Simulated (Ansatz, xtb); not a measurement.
## Two isomers of C3H5FGeN2

Structure a: `Fc1c[nH][c]([GeH3])n1`, a singlet. Structure b: `Fc1ncc[n]1[GeH3]`, a singlet. Both are isolated molecules in the gas phase, relaxed with PBE-D3(BJ)/def2-SVP.

Quicker runs give these differences E(b) − E(a): GFN2-xTB −62.5 kJ/mol; HF/STO-3G −55.7 kJ/mol (at GFN2-xTB geometries); r2SCAN-D4/def2-SVP −19.6 kJ/mol (at GFN2-xTB geometries).

Q: Estimate E(b) − E(a) at the level CCSD(T)/def2-SVP + ΔMP2/def2-TZVPP.

A: Calculated at CCSD(T)/def2-SVP + ΔMP2/def2-TZVPP: E(b) − E(a) = −30.3 kJ/mol, so structure b lies lower.

The same difference at several levels:

```csv
level,geometry,E(b) − E(a) (kJ/mol),departure from the last row (kJ/mol),"job, with rough time for the two"
GFN2-xTB,GFN2-xTB,−62.5,−32.1,"optimisation, 0.19 s"
HF/STO-3G,GFN2-xTB,−55.7,−25.4,"single point, 0.66 s"
r2SCAN-D4/def2-SVP,GFN2-xTB,−19.6,+10.8,"single point, 4.8 s"
PBE-D3(BJ)/def2-SVP,PBE-D3(BJ)/def2-SVP,−17.2,+13.1,"optimisation, 43 s"
HF/def2-SVP,PBE-D3(BJ)/def2-SVP,−43.5,−13.1,part of the CCSD(T) run
MP2/def2-SVP,PBE-D3(BJ)/def2-SVP,−31.5,−1.2,part of the CCSD(T) run
CCSD(T)/def2-SVP,PBE-D3(BJ)/def2-SVP,−33.9,−3.6,single point
CCSD(T)/def2-SVP + ΔMP2/def2-TZVPP,PBE-D3(BJ)/def2-SVP,−30.3,,"single point, 73 s"
```

As drawn, b has 1 Ge–N, 1 C–H in place of 1 C–Ge, 1 N–H.

None of the levels shown reverses the order. The largest departure from CCSD(T)/def2-SVP + ΔMP2/def2-TZVPP is that of GFN2-xTB, 32.1 kJ/mol. A small imaginary or near-zero mode remains, so no thermal terms are given. The last row adds to CCSD(T) the change of the MP2 difference between the two basis sets, here +3.6 kJ/mol.

The correlated steps freeze 15 core orbitals; the filled d shell of Ge is correlated, in a basis made for valence electrons. Run with Ansatz 0.2.0, xtb 6.7.1; the last row on 2 threads of Intel(R) Xeon(R) 6975P-C (Granite Rapids) on a shared host.
